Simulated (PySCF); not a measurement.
**Structure from 2D NMR**

Compound of formula C₇H₅NSi. Correlations simulated from computed shifts and the bond graph:

HSQC (one-bond C–H):
```
  δH     δC
6.56  132.2
2.83   94.9
```

HMBC (two and three bonds, from the bond graph):
```
  δH                  δC
6.56  149.5, 122.9, 77.7
4.44  149.5, 132.2, 77.7
2.83         106.7, 72.4
```

Carbons without hydrogens: δ 149.5, 122.9, 106.7, 77.7, 72.4.

PySCF 2.14.0 with density-fitted response routines calculation with shielding tensors at PBE0/pcSseg-1 (GIAO) and geometry: GFN2-xTB; rapidly exchanging positions averaged, no solvent model, non-relativistic Hamiltonian, one computed conformer.

Chemical shifts δ = σref − σ; TMS for ¹H (σ = 31.72 ppm), ¹³C (σ = 186.93 ppm), all at this level.

Exchangeable hydrogens are left out of these lists.

Q: Which molecule is this?

A: `C#CC#C/C([SiH3])=C/C#N`.

Mapped SMILES: `[CH:1]#[C:2][C:3]#[C:4]/[C:5]([SiH3:6])=[CH:7]/[C:8]#[N:9]` (H(Xn): hydrogen on atom n).

1. δC 149.5 is C5, a fully substituted alkene carbon.
2. δC 132.2 is C7, an alkene CH (δH 6.56).
3. δC 122.9 is C8, a nitrile carbon.
4. δC 106.7 is C3, an alkyne carbon.
5. δC 94.9 is C1, a terminal alkyne carbon (δH 2.83).
6. δC 77.7 is C4, an alkyne carbon.
7. δC 72.4 is C2, an alkyne carbon.
8. HMBC from δH 6.56 reaches the proton-free carbons C5, C8, C4.
9. HMBC from δH 4.44 reaches the proton-free carbons C5, C4.
10. HMBC from δH 2.83 reaches the proton-free carbons C3, C2.

This is the structure that produced the data.

Shifts are as computed. Against solution values, carbons near 30 ppm lie about +3 ppm off and those near 130 ppm about +5 ppm. Of 1309 compounds with measured shifts, 239 miss one by over three times the rms of a fit or turn the order of signals round; such compounds aren't used in these exercises.
